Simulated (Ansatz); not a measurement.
ClHSSn, SMILES `[SH][Sn][Cl]` from Hartree–Fock to CCSD(T)

Cartesian coordinates in Å:
```
S -0.879 -1.026 0.794
Sn 1.380 -0.555 0.040
Cl 0.876 1.489 -1.068
H -1.377 0.091 0.235
```

Charge 0, multiplicity 1. Correlated methods include outer-core shells of Sn, which these sets cover unevenly. Sn takes the def2 core potential. The geometry is a stationary point of PBE0-D4/def2-TZVP. It is one conformer, not always the lowest. Frozen core, restricted reference, Ansatz.

```csv
basis,HF (Eh),MP2 corr.,CCSD corr.,(T),CCSD(T) total
def2-SVP,-1070.78175,-0.34866,-0.38544,-0.01173,-1071.17892
def2-TZVPP,-1071.08814,-0.66950,-0.69263,-0.02835,-1071.80912
def2-QZVPP,-1071.11416,-0.91893,–,–,–
```
